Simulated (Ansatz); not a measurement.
ClFH$_{4}$HfN$_{2}$ (`[NH2][Hf]([NH2])([F])[Cl]`), relaxed with RKS PBE0-D4/def2-TZVP in Ansatz 0.2.0 from a GFN2-xTB geometry. The force threshold is 0.005 eV/Å; the program also tests the step.

The species carries charge 0 and has multiplicity 1. Hf: def2 effective core potential.

Start:

```xyz
9

N     0.848   -1.211    0.773
Hf    0.413    0.483   -0.206
N    -1.580    0.659   -0.319
F     0.761    0.594   -2.061
Cl    1.915    2.028    0.542
H     0.272   -2.049    0.838
H     1.494   -1.236    1.562
H    -2.249    0.065    0.170
H    -1.875    0.667   -1.299
```

(1) By how much does the energy fall, and how many steps does the optimiser take? (Best estimate.)

(2) Which bonds change most? (Best estimate.)

(3) Give the relaxed structure. (An estimate is asked.)

Answers

(1) Computed: 0.50 eV, in 17 steps, 2 of them rejected.

(2) Computed: Hf2–Cl5 from 2.281 to 2.372 Å; Hf2–F4 from 1.890 to 1.910 Å; Hf2–N3 from 2.005 to 2.021 Å; N3–H9 from 1.023 to 1.011 Å.

(3) Computed: 
```xyz
9

N     0.824   -1.253    0.788
Hf    0.462    0.349   -0.380
N    -1.537    0.635   -0.327
F     0.990   -0.023   -2.178
Cl    1.551    2.275    0.475
H     1.031   -2.190    0.469
H     0.917   -1.225    1.795
H    -2.197    0.110    0.229
H    -2.042    1.323   -0.870
```
